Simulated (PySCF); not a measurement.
Al(F)(Br)(NH2) (AlBrFH2N), SMILES [NH2][Al]([F])[Br].

Geometry: PBE0-D3(BJ)/def2-SVP. The values are those of a single conformer.

Level of theory: PBE0-D3(BJ)/def2-SVP run with PySCF.

Frequencies are harmonic and unscaled.

```tsv
mode	ν (cm⁻¹)	IR (km/mol)	moving atoms (share of kinetic energy)
1	154	3.6	N 35 %, Al 20 %, H 18 %, F 17 %, Br 11 %
2	195	14.1	F 57 %, Br 17 %, N 14 %, H 8 %
3	243	43.1	Al 69 %, F 13 %, N 11 %
4	361	3.5	H 98 %
5	398	40.6	Al 42 %, Br 26 %, N 14 %, F 11 %
6	409	182.9	H 81 %, N 19 %
7	663	55.3	H 69 %, N 21 %, F 9 %
8	816	179.6	Al 37 %, N 29 %, F 24 %, H 8 %
9	945	121.6	Al 50 %, F 26 %, N 19 %
10	1519	55.3	H 89 %, N 11 %
11	3626	48.5	H 96 %
12	3722	49.9	H 91 %, N 9 %
```
